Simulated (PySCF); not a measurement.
**Excited states of As⁵⁺ (arsenic, charge +5)**

Ground state [Ar] 3d10, ¹S. Calculation: PySCF 2.14, in aug-cc-pVTZ-PP with ECP10MDF; scalar relativity through the core potential. Vertical excitation energies in eV without spin-orbit coupling; excited terms of each kind are numbered among those the solver found. Frozen: 3s2 3p6.

```
 term  leading excitation  EOM-EE-CCSD
 1 3D              3d → s       41.605
 1 1D              3d → s       42.386
1 3P°              3d → p       54.656
1 3F°              3d → p       55.255
1 1F°              3d → p       55.736
1 1D°              3d → p       56.321
1 3D°              3d → p       56.322
1 1P°              3d → p       56.669
 1 3G              3d → d       75.153
 1 1P              3d → d       75.186
 1 1G              3d → d       75.331
 1 1F              3d → d       75.781
```

The solver can miss terms.
